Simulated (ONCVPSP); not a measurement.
**hafnium: one change to an ONCV potential, before and after**

```
Element                 : Hf
Generator               : ONCVPSP 4.0.1
Type                    : optimised norm-conserving Vanderbilt (ONCV)
Functional              : PBEsol
Relativity              : fully relativistic
Frozen core             : [Kr] 4d10
Valence charge          : 26
Reference configuration : 4f14 5s2 5p6 5d2 6s1 6p1
Partial waves           : 5s+6s: rc 2.00 bohr, ncon 5, nbas 9, qcut 5.5 1/bohr, 3 projectors, debl 3 Ha; 5p+6p: rc 2.45 bohr, ncon 3, nbas 7, qcut 5.4 1/bohr, 3 projectors, debl 1.8 Ha; 5d: rc 3.20 bohr, ncon 5, nbas 10, qcut 4.7 1/bohr, 2 projectors, debl 3.7 Ha; 4f: rc 1.15 bohr, ncon 3, nbas 8, qcut 12.8 1/bohr, 2 projectors, debl 0.8 Ha
Local potential         : polynomial inside 1.05 bohr (lpopt 1, dvloc0 0 Ha)
Core correction         : Teter function, fcfact 4.25, rcfact 1.55
```

Open shells are filled in proportion to 2j + 1.

Change: s: rc 2.92.

Cutoffs: the cutoffs (Ha) at which the residual kinetic energy of the hardest occupied pseudo-wave falls to 1 and 0.1 mHa per electron; they do not see the model core or the augmentation charge, which bear on the density cutoff. Errors are all-electron minus pseudo energies relative to the spin-unpolarised reference configuration.

Task: How do hardness, ghosts and transferability respond?

Result: The potential gets neither clearly harder nor softer (80 Ha and 233 Ha → 80 Ha and 233 Ha); the f channel sets the loose cutoff, while the largest relative change is in s, which becomes softer; of the 4 tests that both files solve, the error grows in 2 and shrinks in 0 by more than 15 % and 0.3 meV (median size 2.4 → 3.4 meV); neither file shows a bound ghost.

| quantity | base | changed |
| --- | --- | --- |
| cutoff, loose | 80 Ha | 80 Ha |
| cutoff, tight | 233 Ha | 233 Ha |
| loose cutoff by channel | s 13 Ha, p 10 Ha, d 8.3 Ha, f 80 Ha | s 6.5 Ha, p 10 Ha, d 8.3 Ha, f 80 Ha |
| bound ghosts | none | none |
| GHOST(+) flags under 300 eV | s at 214.3 eV | s at 121.9 eV |
| error for 4f14 5s2 5p6 5d2 6s2 6p0, meV [ΔE -3.83 eV] | -1.0 | -1.7 |
| error for 4f14 5s2 5p6 5d2 6s1 6p0, meV [ΔE 4.18 eV] | +0.4 | +0.5 |
| error for 4f14 5s2 5p6 5d2 6s0 6p0, meV [ΔE 18.34 eV] | -3.8 | -5.2 |
| error for 4f14 5s2 5p6 5d3 6s1 6p0, meV [ΔE -1.24 eV] | +7.2 | +7.3 |
| p3/2: phases at 2.49 bohr within 0.05 rad from the reference energy up to (Ha; the scan ends near 5) | 4.7 | 4.7 |
| p1/2: phases at 2.49 bohr within 0.05 rad from the reference energy up to (Ha; the scan ends near 5) | 4.5 | 4.5 |
| d5/2: phases at 3.24 bohr within 0.05 rad from the reference energy up to (Ha; the scan ends near 5) | 0.5 | 0.5 |
| d3/2: phases at 3.24 bohr within 0.05 rad from the reference energy up to (Ha; the scan ends near 5) | 0.5 | 0.5 |
| f7/2: phases at 1.16 bohr within 0.05 rad from the reference energy up to (Ha; the scan ends near 5) | to the end of the scan | to the end of the scan |
| f5/2: phases at 1.16 bohr within 0.05 rad from the reference energy up to (Ha; the scan ends near 5) | to the end of the scan | to the end of the scan |
| rms error of d²Exc/dni dnj with the model core, mHa | 3.02 | 3.13 |
